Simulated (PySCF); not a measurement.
A GIAO shielding run with PySCF (density fitting, non-relativistic, gas phase) on `C#C[Si@@H]1CCC[C@@H]1F`, C₆H₉FSi:

```
$ OMP_NUM_THREADS=1 python probes_run.py task.json out

{"job": {"kind": "nmr", "xc": "PBE0", "basis": "pcSseg-1"}, "charge": 0, "multiplicity": 1}
C      3.533935    -0.102537     0.188038
C      2.406033    -0.259514    -0.198267
Si     0.661747    -0.514199    -0.743022
C     -0.369316     1.090300    -0.801511
C     -1.172772     1.083058     0.503734
C     -1.613472    -0.351556     0.789469
C     -0.389260    -1.257663     0.697812
F      0.315031    -1.200471     1.897739
H      4.521566     0.032222     0.524827
H      0.588949    -1.340121    -1.953145
H      0.224543     1.998661    -0.885840
H     -1.051361     1.077276    -1.653437
H     -0.536799     1.423164     1.323584
H     -2.034728     1.750919     0.445636
H     -2.078474    -0.434624     1.773599
H     -2.335303    -0.675161     0.036269
H     -0.677315    -2.307725     0.590836
```

Hardware: 1 thread of an Arm Neoverse N1, shared host. The job also computes population analyses, field gradients, ring-centre shieldings.

(1) How large is the calculation?

(2) How long does it take?

Answers

(1) 68 electrons, 188 basis functions and 994 auxiliary functions.

(2) 68 s of wall time, with 14 SCF cycles and 5 response iterations. Times on a shared host scatter by some tens of per cent.
